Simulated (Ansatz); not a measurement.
Geometry optimisation, DFT PBE, scalar-relativistic, plane waves, PAW in Ansatz.

input.yaml

```yaml
crystal:
  lattice:
    - [5.048742, 0.0, 0.0]
    - [0.0, 5.048742, 0.0]
    - [0.0, 0.0, 16.135561]
  atoms:
    - { symbol: H, position: [0.42778688, 0.0, 0.06197491] }
    - { symbol: H, position: [0.07221316, 0.0, 0.06197491] }
    - { symbol: H, position: [0.92778692, 0.0, 0.06197491] }
    - { symbol: H, position: [0.5722132, 0.0, 0.06197491] }
    - { symbol: H, position: [0.42778688, 0.50000004, 0.06197491] }
    - { symbol: H, position: [0.07221316, 0.50000004, 0.06197491] }
    - { symbol: H, position: [0.92778692, 0.50000004, 0.06197491] }
    - { symbol: H, position: [0.5722132, 0.50000004, 0.06197491] }
    - { symbol: C, position: [0.25000002, 0.0, 0.10131039] }
    - { symbol: C, position: [0.75000006, 0.0, 0.10131039] }
    - { symbol: C, position: [0.25000002, 0.50000004, 0.10131039] }
    - { symbol: C, position: [0.75000006, 0.50000004, 0.10131039] }
    - { symbol: C, position: [0.25000002, 0.25000002, 0.156623] }
    - { symbol: C, position: [0.75000006, 0.25000002, 0.156623] }
    - { symbol: C, position: [0.25000002, 0.75000006, 0.156623] }
    - { symbol: C, position: [0.75000006, 0.75000006, 0.156623] }
    - { symbol: C, position: [0.0, 0.25000002, 0.21193561] }
    - { symbol: C, position: [0.50000004, 0.25000002, 0.21193561] }
    - { symbol: C, position: [0.0, 0.75000006, 0.21193561] }
    - { symbol: C, position: [0.50000004, 0.75000006, 0.21193561] }
    - { symbol: C, position: [0.0, 0.0, 0.26724822] }
    - { symbol: C, position: [0.50000004, 0.0, 0.26724822] }
    - { symbol: C, position: [0.0, 0.50000004, 0.26724822] }
    - { symbol: C, position: [0.50000004, 0.50000004, 0.26724822] }
    - { symbol: C, position: [0.25000002, 0.0969069, 0.31636334] }
    - { symbol: C, position: [0.75000006, 0.0969069, 0.31636334] }
    - { symbol: C, position: [0.25000002, 0.40309314, 0.31636334] }
    - { symbol: C, position: [0.75000006, 0.40309314, 0.31636334] }
    - { symbol: H, position: [0.75000006, 0.0208818, 0.38025084] }
    - { symbol: H, position: [0.25000002, 0.47911824, 0.38025084] }
    - { symbol: H, position: [0.75000006, 0.47911824, 0.38025084] }
    - { symbol: H, position: [-0.08333334, 0.65970612, 0.36103862] }
basis:
  ecutwfc: 420.0
kpoints:
  mp_grid: { grid: [3, 3, 1] }
hamiltonian:
  xc: pbe
  pseudopotentials: { kind: paw, azcp: { folder: soft_1 } }
scf:
  occupations: { method: gaussian, width: 0.02 }
  lower_state_search: "off"
relax:
  f_tol: 0.03
  max_steps: 60
  adjacent_minimum: "off"
  constraints: [{ sites: [0, 1, 2, 3, 4, 5, 6, 7, 8, 9, 10, 11, 12, 13, 14, 15] }]
```

Launched with:

```bash
$ ansatz run input.yaml --threads 2 --pin off --max-ram 5120MiB --backend cpu --events-out ev --progress --plain --runs-dir out
```

Question: Where does it end, and by what steps?

Answer: The run converged. The force dipped under the threshold on the way, but the program's further checks kept it going. Limits of this set-up: thin slab, slab without dipole correction, open-shell adsorbate without spin. After 15 steps the energy has fallen by 7.484 eV; H32 moved furthest, 2.44 Å. Joined: C25–H32 (2.87 → 1.10 Å).

| step | energy less start (eV) | largest force component (eV/Å) | accepted |
| --- | --- | --- | --- |
| 0 | 0.0000 | 4.430 | yes |
| 1 | -1.5057 | 1.293 | yes |
| 2 | -1.9669 | 1.198 | yes |
| 3 | -2.3535 | 1.239 | yes |
| 4 | -2.7270 | 1.321 | yes |
| 5 | -3.1277 | 1.522 | yes |
| 6 | -3.5938 | 1.806 | yes |
| 7 | -4.1702 | 2.182 | yes |
| 8 | -4.8918 | 2.874 | yes |
| 9 | -5.8275 | 2.851 | yes |
| 10 | -6.7085 | 2.036 | yes |
| 11 | -7.1009 | 1.223 | yes |
| 12 | -7.3576 | 0.705 | yes |
| 13 | -7.4778 | 0.125 | yes |
| 14 | -7.4840 | 0.024 | yes |
| 15 | -7.4840 | 0.023 | yes |

```xyz
32
Lattice="5.0487 0.0000 0.0000 0.0000 5.0487 0.0000 0.0000 0.0000 16.1356" Properties=species:S:1:pos:R:3
H 2.160 0.000 1.000
H 0.365 0.000 1.000
H 4.684 0.000 1.000
H 2.889 0.000 1.000
H 2.160 2.524 1.000
H 0.365 2.524 1.000
H 4.684 2.524 1.000
H 2.889 2.524 1.000
C 1.262 0.000 1.635
C 3.787 0.000 1.635
C 1.262 2.524 1.635
C 3.787 2.524 1.635
C 1.262 1.262 2.527
C 3.787 1.262 2.527
C 1.262 3.787 2.527
C 3.787 3.787 2.527
C 0.000 1.262 3.356
C 2.524 1.262 3.356
C 0.000 3.786 3.490
C 2.524 3.786 3.490
C 0.000 0.084 4.329
C 2.524 0.083 4.329
C 0.000 2.440 4.329
C 2.524 2.440 4.329
C 1.262 0.444 5.143
C 3.786 0.445 5.142
C 1.262 2.079 5.143
C 3.786 2.079 5.143
H 3.788 0.019 6.157
H 1.262 2.505 6.157
H 3.786 2.504 6.158
H 1.262 5.067 6.157
```

Whether the end is a true minimum wasn't checked by a vibrational analysis.

Run time: 65 s on 2 threads of Arm Neoverse V2, with other jobs on the host, peak memory 0.64 GiB.
